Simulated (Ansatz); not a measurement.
A run of Ansatz (development build ahead of 0.2.0) on singlet C₈H₁₂ at this shape:

```xyz
20

C     1.0222   -0.0799    0.0000
C    -0.0799    1.0222    0.0000
C    -1.0222    0.0799    0.0000
C     0.0799   -1.0222    0.0000
C     2.5322   -0.0799    0.0000
H     2.8922    0.9501    0.0000
H     2.8922   -0.5899    0.8900
H     2.8922   -0.5899   -0.8900
C    -0.0799    2.5322    0.0000
H    -1.1099    2.8922    0.0000
H     0.4301    2.8922    0.8900
H     0.4301    2.8922   -0.8900
C    -2.5322    0.0799    0.0000
H    -2.8922   -0.9501    0.0000
H    -2.8922    0.5899    0.8900
H    -2.8922    0.5899   -0.8900
C     0.0799   -2.5322    0.0000
H     1.1099   -2.8922    0.0000
H    -0.4301   -2.8922    0.8900
H    -0.4301   -2.8922   -0.8900
```

Its results:

- Converged: yes
- Total energy: -309.91311 hartree
- Spin squared of the determinant: 0.000
- Stability test: minimum among restricted orbitals

Problem. Which input gives this output? Name the method, the orbitals and the basis set, and write the input.

Solution. RHF in def2-TZVP. An unrestricted run that stays on the closed shell gives the same numbers.

```yaml
crystal:
  periodic: [false, false, false]
  atoms:
    - { symbol: C, position_ang: [1.02219, -0.07992, 0.0] }
    - { symbol: C, position_ang: [-0.07992, 1.02219, 0.0] }
    - { symbol: C, position_ang: [-1.02219, 0.07992, 0.0] }
    - { symbol: C, position_ang: [0.07992, -1.02219, 0.0] }
    - { symbol: C, position_ang: [2.53219, -0.07992, 0.0] }
    - { symbol: H, position_ang: [2.89219, 0.95008, 0.0] }
    - { symbol: H, position_ang: [2.89219, -0.58992, 0.89] }
    - { symbol: H, position_ang: [2.89219, -0.58992, -0.89] }
    - { symbol: C, position_ang: [-0.07992, 2.53219, 0.0] }
    - { symbol: H, position_ang: [-1.10992, 2.89219, 0.0] }
    - { symbol: H, position_ang: [0.43008, 2.89219, 0.89] }
    - { symbol: H, position_ang: [0.43008, 2.89219, -0.89] }
    - { symbol: C, position_ang: [-2.53219, 0.07992, 0.0] }
    - { symbol: H, position_ang: [-2.89219, -0.95008, 0.0] }
    - { symbol: H, position_ang: [-2.89219, 0.58992, 0.89] }
    - { symbol: H, position_ang: [-2.89219, 0.58992, -0.89] }
    - { symbol: C, position_ang: [0.07992, -2.53219, 0.0] }
    - { symbol: H, position_ang: [1.10992, -2.89219, 0.0] }
    - { symbol: H, position_ang: [-0.43008, -2.89219, 0.89] }
    - { symbol: H, position_ang: [-0.43008, -2.89219, -0.89] }
basis:
  gaussian: { orbitals: def2-TZVP }
hamiltonian:
  xc: hf
```

Caution: in another basis set an unrestricted determinant lies well below.
